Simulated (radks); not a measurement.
Results of a calculation; reference values are marked as such.
How relativity changes the ionisation of the strontium ion Sr3+ ([Ar] 3d10 4s2 4p5) to Sr4+ ([Ar] 3d10 4s2 4p4). Spin-unpolarised spherical Kohn-Sham, PBE, point nucleus unless stated (finite: rms radius 4.224 fm), a radial shooting solver on a logarithmic mesh with Libxc functionals. A level marked "c x" has the speed of light scaled by that factor and shares open shells by 2j + 1; other Dirac levels either fill j = l - 1/2 first or share by 2j + 1.

non-rel.: E(Sr3+) (hartree) -3130.75054; E(Sr4+) (hartree) -3128.64979; IE (eV) 57.165; HOMO 4p; <r> HOMO (bohr) 1.500
scalar-rel.: E(Sr3+) (hartree) -3177.28223; E(Sr4+) (hartree) -3175.17571; IE (eV) 57.321; HOMO 4p; <r> HOMO (bohr) 1.492
scalar-rel., finite nucleus: E(Sr3+) (hartree) -3177.25062; E(Sr4+) (hartree) -3175.14408; IE (eV) 57.322; HOMO 4p; <r> HOMO (bohr) 1.492
Dirac, 2j+1 shares: E(Sr3+) (hartree) -3177.58645; E(Sr4+) (hartree) -3175.47935; IE (eV) 57.337; HOMO 4p3/2; <r> HOMO (bohr) 1.501
Dirac, low j first: E(Sr3+) (hartree) -3177.60223; E(Sr4+) (hartree) -3175.51359; IE (eV) 56.835; HOMO 4p3/2; <r> HOMO (bohr) 1.501
Dirac, 2j+1 shares, finite nucleus: E(Sr3+) (hartree) -3177.55479; E(Sr4+) (hartree) -3175.44768; IE (eV) 57.337; HOMO 4p3/2; <r> HOMO (bohr) 1.501
Dirac, c x 0.85: E(Sr3+) (hartree) -3196.56762; E(Sr4+) (hartree) -3194.45790; IE (eV) 57.408; HOMO 4p3/2; <r> HOMO (bohr) 1.502
Dirac, c x 10: E(Sr3+) (hartree) -3131.20165; E(Sr4+) (hartree) -3129.10084; IE (eV) 57.166; HOMO 4p3/2; <r> HOMO (bohr) 1.500
Dirac, c x 100: E(Sr3+) (hartree) -3130.75505; E(Sr4+) (hartree) -3128.65429; IE (eV) 57.165; HOMO 4p3/2; <r> HOMO (bohr) 1.500

NIST Atomic Spectra Database: 56.280 eV (semi-empirical). The relativistic part of the total energy of Sr3+ is -46.8 hartree (Dirac, 2j+1 shares, finite nucleus), 1.5 % of the non-relativistic value. Spin polarisation and multiplet splitting of open shells are left out at every level.

Beside tabulated values, note that relativity, absent from the non-relativistic runs, is large for the heavy elements, and spin-unpolarised runs miss the spin-polarisation part of the exchange energy of open shells.
